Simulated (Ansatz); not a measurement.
Born–Oppenheimer molecular dynamics of C$_{2}$H$_{2}$FSi (6 atoms, charge 0, multiplicity 2). It starts at the highest image of a converged band, a first-order saddle point between two minima.

All numbers below come from UKS PBE0/def2-SVP (Ansatz).

```json
{"ensemble": "NVE (velocity Verlet)", "time step": "0.5 fs", "steps asked": "200", "starting velocities drawn for": "100 K", "seed": "7557"}
```

First frame:

```xyz
6
Properties=species:S:1:pos:R:3
F -1.183 -1.403 -0.668
Si -0.334 -0.033 -0.591
C 1.190 0.138 0.463
C 0.130 0.764 1.026
H -0.507 0.764 -1.810
H 0.704 -0.230 1.580
```

What does the run give?

All steps were run.

```json
{
 "steps done": "200",
 "time covered": "100 fs",
 "mean temperature over the second half": "2042 K",
 "spread of the potential energy over the second half": "94.4 meV per atom",
 "mean potential energy of the second half above the start": "-167.5 meV per atom"
}
```

The conserved energy stayed within 0.45 meV per atom of its start (net change -0.063 meV per atom), so the integration is sound. The system heated up, since it started high on the potential surface and ran downhill. A run of 0.1 ps of so small a system gives no equilibrium averages.

What happens to the structure?

The step under study would form C3–H6 and break C4–H6. These pairs go: C3–H6 1.27 → 1.85 Å, C4–H6 1.27 → 1.18 Å. In the last frame they stand as before the step (other bonds may differ from the relaxed reactants and products). It ends as one piece, C2H2FSi. Pairs count as bonded within 1.25 times the sum of covalent radii (0.12 Å more for H–H). The details hang on the random start.

How do temperature and energy run in time?


```json
{"time (fs)": "0.0", "T (K)": "100", "potential energy less start (eV)": "0.000", "conserved less start (meV/atom)": "0.00"}
{"time (fs)": "8.0", "T (K)": "35", "potential energy less start (eV)": "0.034", "conserved less start (meV/atom)": "0.02"}
{"time (fs)": "16.0", "T (K)": "138", "potential energy less start (eV)": "-0.020", "conserved less start (meV/atom)": "0.04"}
{"time (fs)": "24.0", "T (K)": "1783", "potential energy less start (eV)": "-0.870", "conserved less start (meV/atom)": "0.00"}
{"time (fs)": "32.0", "T (K)": "3526", "potential energy less start (eV)": "-1.773", "conserved less start (meV/atom)": "-0.28"}
{"time (fs)": "40.0", "T (K)": "1306", "potential energy less start (eV)": "-0.623", "conserved less start (meV/atom)": "0.07"}
{"time (fs)": "48.0", "T (K)": "1324", "potential energy less start (eV)": "-0.633", "conserved less start (meV/atom)": "-0.02"}
{"time (fs)": "56.0", "T (K)": "3445", "potential energy less start (eV)": "-1.731", "conserved less start (meV/atom)": "-0.27"}
{"time (fs)": "64.0", "T (K)": "2173", "potential energy less start (eV)": "-1.073", "conserved less start (meV/atom)": "-0.15"}
{"time (fs)": "72.0", "T (K)": "550", "potential energy less start (eV)": "-0.233", "conserved less start (meV/atom)": "-0.02"}
{"time (fs)": "80.0", "T (K)": "3467", "potential energy less start (eV)": "-1.743", "conserved less start (meV/atom)": "-0.32"}
{"time (fs)": "88.0", "T (K)": "2340", "potential energy less start (eV)": "-1.159", "conserved less start (meV/atom)": "-0.23"}
{"time (fs)": "96.0", "T (K)": "560", "potential energy less start (eV)": "-0.238", "conserved less start (meV/atom)": "0.01"}
```

Time of the run: 5.6 min on 2 threads of Arm Neoverse V2, on a shared host, peak memory 0.24 GiB.
